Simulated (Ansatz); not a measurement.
One geometry of the cluster Si2O2, several levels of theory.

```yaml
crystal:
  periodic: [false, false, false]
  atoms:
    - {symbol: Si, position_ang: [0.878782, -0.796898, 0.132739]}
    - {symbol: Si, position_ang: [-0.878718, 0.796851, -0.132738]}
    - {symbol: O, position_ang: [-0.310190, -0.510710, -1.013595]}
    - {symbol: O, position_ang: [0.310126, 0.510757, 1.013594]}
basis:
  gaussian: {orbitals: def2-TZVP, initial_orbitals: start.molden}
magnetization: {spin_polarized: true, initial_magnetization: 2}
hamiltonian: {xc: r2scan, dispersion: d4}
scf: {omitted_lower_state_checks: [starts]}
output: {orbitals: {seedname: orbitals}}
```

The file start.molden holds the orbitals of an earlier run on this structure, at another level or in another basis.

```sh
$ ansatz run in.yaml --threads 4 --pin off --events-out ev --progress --plain --max-ram 3916MiB
```

Output, abridged:

```
Functional definition: r2SCAN
806 factors; their error is unknown
mean field evaluation 1: about -19848.1367 eV, gradient 4.8e0 eV
mean field evaluation 2: about -19848.1875 eV, gradient 1.6e-1 eV
mean field evaluation 4: about -19848.1898 eV, gradient 1.1e-1 eV
mean field evaluation 8: about -19848.1933 eV, gradient 3.0e-2 eV
mean field evaluation 16: about -19848.1935 eV, gradient 5.0e-4 eV
mean field -19848.19352081 eV, -729.4076583011 hartree, gradient 2.8e-6 eV, S^2 2.011948; 0 other end points of the search recorded, 0 dependent functions left out
reference -19848.19353305 eV, -729.4076587510 hartree; 23, 21 occupied and 113, 115 virtual orbitals, 806 factors
Total energy: -19848.21916698 eV, -729.4086007802 hartree
Checks for a lower state left out: starts
```

It took 13 s on 4 threads of Arm Neoverse V1 on a shared host.

As the first input, with `hamiltonian: {xc: pbe, dispersion: d4}` (abridged; 1.8 s):

```
Functional definition: PBE
mean field -19839.50458630 eV, -729.0883458472 hartree, gradient 6.5e-6 eV, S^2 2.005771
Total energy: -19839.63450555 eV, -729.0931202916 hartree
Checks for a lower state left out: starts
```

The first input with `gaussian: {orbitals: def2-TZVP}`, `hamiltonian: {xc: pbe0, dispersion: d4}` (abridged; 2.5 s):

```
Functional definition: PBE0
mean field evaluation 16: about -19840.3713 eV, gradient 1.1e-4 eV
mean field -19840.40470549 eV, -729.1214246175 hartree, gradient 1.4e-5 eV, S^2 2.005943
Total energy: -19840.51212513 eV, -729.1253722163 hartree
Checks for a lower state left out: starts
```

Geometry: PBE0-D4/def2-TZVP, that of the charge +1 doublet.

At PBE0-D4/def2-TZVP a singlet of charge 0 lies 2.44 eV below the triplet at the same geometry. The structure comes from a short search, and lower isomers may exist.
